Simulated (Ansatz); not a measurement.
Ideal-gas functions of `[NH3+][B-](Cl)(Cl)Cl` at 600 K and 1 bar, from an Ansatz frequency run at PBE0-D4/def2-TZVP.

Molar mass 134.2 g/mol, point group C3v (symmetry number 3), electronic degeneracy 1, moments of inertia 235.423, 235.424, 333.765 u Å². Harmonic wavenumbers (cm⁻¹, unscaled): 202, 202, 210, 289, 289, 308, 477, 700, 700, 797, 988, 988, 1371, 1634, 1634, 3453, 3571, 3571.

Use S(trans) = R[1.5 ln M + 2.5 ln T − 1.1517]; rotational temperatures θ = 24.2544 K / I; S(rot) = R[ln(√π/σ · √(T³/θAθBθC)) + 1.5]; for each mode x = 1.438777 ν̃/T, S = R[x/(eˣ − 1) − ln(1 − e⁻ˣ)] and H = RT x/(eˣ − 1); 1 cm⁻¹ = 0.0119627 kJ/mol; R = 8.31446 J/(mol·K).

Q: By hand: the entropy, in J/(mol·K).

A: Translation 184.5. Rotation: θ = 0.103, 0.103, 0.0727 K, giving 117.7. Vibration, mode by mode: 14.42, 14.42, 14.11, 11.53, 11.53, 11.02, 7.64, 4.92, 4.92, 4.09, 2.85, 2.85, 1.38, 0.83, 0.83, 0.02, 0.02, 0.02, in all 107.4. Electronic 0.0. Sum 409.6 J/(mol·K).

Q: By hand: H − E and G − E in kJ/mol, counted from the electronic energy.

A: Zero-point energy ½ × 21384 × 0.0119627 = 127.9; thermal vibration 33.9; translation, rotation and pV give 4 RT = 20.0. H − E = 181.8 kJ/mol, and G − E = 181.8 − 600 × 409.6/1000 = -64.0 kJ/mol.

Vibration gives 26 % of the entropy. The sum counts one conformer and one mirror image; others add a mixing term.
